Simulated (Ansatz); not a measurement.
Relaxation of Cl2H6NO3Ta (13 atoms, charge 0, multiplicity 1), to a largest force component of 0.03 eV/Å in at most 50 steps.

All numbers below come from RKS PBE/def2-SVP in Ansatz 0.2.0.

```xyz
13
Properties=species:S:1:pos:R:3
Ta -0.206 -0.229 -0.070
N 1.893 -0.517 -0.181
H 2.456 -0.732 0.649
H 2.352 -0.869 -1.028
O 0.136 0.149 1.776
H 0.527 0.782 2.427
O -0.100 -0.258 -1.970
H 0.165 0.234 -2.790
Cl -1.797 1.536 -0.094
O -1.097 -1.897 0.165
H -1.301 -2.235 1.057
Cl 1.636 2.917 -0.536
H 2.184 1.691 -0.461
```

Task: Where does it end, and by what steps?

Result: The run converged. The force dipped under the threshold on the way, but the program's further checks kept it going. After 21 steps the energy has fallen by 1.546 eV; H13 moved furthest, 1.42 Å. Parted: Cl12–H13 (1.35 → 2.64 Å). Joined: Ta1–Cl12 (3.68 → 2.49 Å), N2–H13 (2.24 → 1.03 Å).

| step | energy less start (eV) | largest force component (eV/Å) | accepted |
| --- | --- | --- | --- |
| 0 | 0.0000 | 1.261 | yes |
| 1 | -0.1718 | 0.619 | yes |
| 2 | -0.2554 | 0.467 | yes |
| 3 | -0.2863 | 0.157 | yes |
| 4 | -0.2940 | 0.182 | yes |
| 5 | -0.2966 | 0.479 | yes |
| 6 | -0.3046 | 0.146 | yes |
| 7 | -0.3060 | 0.115 | yes |
| 8 | -0.3265 | 0.167 | yes |
| 9 | -0.4000 | 0.553 | yes |
| 10 | -0.5860 | 0.949 | yes |
| 11 | -0.9059 | 1.093 | yes |
| 12 | -1.1667 | 2.588 | yes |
| 13 | -1.4101 | 1.585 | yes |
| 14 | -1.4665 | 1.179 | yes |
| 15 | -1.5238 | 0.296 | yes |
| 16 | -1.5338 | 0.225 | yes |
| 17 | -1.5312 | 0.406 | no |
| 18 | -1.5435 | 0.069 | yes |
| 19 | -1.5449 | 0.028 | yes |
| 20 | -1.5461 | 0.035 | yes |
| 21 | -1.5463 | 0.021 | yes |

```xyz
13
Properties=species:S:1:pos:R:3
Ta -0.248 0.223 -0.129
N 2.010 -0.506 -0.190
H 2.324 -0.917 0.699
H 2.180 -1.192 -0.938
O 0.109 0.526 1.756
H 0.451 1.360 2.125
O -0.054 0.213 -2.043
H 0.241 0.902 -2.663
Cl -2.460 1.002 -0.091
O -0.554 -1.656 0.132
H -0.685 -2.108 0.984
Cl 0.944 2.397 -0.325
H 2.589 0.328 -0.373
```

Whether the end is a true minimum wasn't checked by a vibrational analysis.

The run took 62 s on 4 threads of Arm Neoverse V2, with other jobs on the host, peak memory 0.24 GiB.
